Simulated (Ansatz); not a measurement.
CH₄GeO₂Zn. Charge 0, multiplicity 1.

```xyz
9

O     1.7076    0.5098    0.8743
C     0.6941   -0.3612    0.5495
Zn    0.5715   -1.5484   -1.1698
O    -1.1343   -0.8478   -1.6168
Ge   -1.0602    0.2732   -0.2521
H     1.7940    1.1753    0.1861
H     0.5564   -1.0326    1.3997
H    -0.8774    1.7497   -0.6772
H    -2.2516    0.0820    0.7063
```

(1) List the harmonic frequencies (cm⁻¹, unscaled) at PBE0-D4/def2-TZVP in Ansatz. (An estimate is asked.)

(2) Is this a minimum?

(3) Give the ideal-gas thermochemistry at 298.15 K and 1 bar (rigid rotor, harmonic oscillator; point group C1, symmetry number 1).

(4) And at 400, 500, 600, 800 and 1000 K?

Answers

(1) The calculation gave: 108, 190, 239, 265, 409, 425, 472, 498, 592, 631, 695, 747, 863, 887, 1130, 1222, 1418, 2099, 2126, 3103, 3846.

(2) Yes, all 21 modes are real.

(3) Zero-point energy 131.4 kJ/mol; H(298) − E = 151.8 kJ/mol; entropy 351.0 J/(mol·K), of which translation 174.0, rotation 118.3, vibration 58.7; G(298) − E = 47.2 kJ/mol.

(4) 
```json
{"T (K)": "400", "H − E (kJ/mol)": "163.9", "S (J/mol/K)": "385.6", "G − E (kJ/mol)": "9.6"}
{"T (K)": "500", "H − E (kJ/mol)": "177.2", "S (J/mol/K)": "415.4", "G − E (kJ/mol)": "-30.5"}
{"T (K)": "600", "H − E (kJ/mol)": "191.8", "S (J/mol/K)": "441.9", "G − E (kJ/mol)": "-73.4"}
{"T (K)": "800", "H − E (kJ/mol)": "223.3", "S (J/mol/K)": "487.1", "G − E (kJ/mol)": "-166.4"}
{"T (K)": "1000", "H − E (kJ/mol)": "257.2", "S (J/mol/K)": "524.9", "G − E (kJ/mol)": "-267.7"}
```
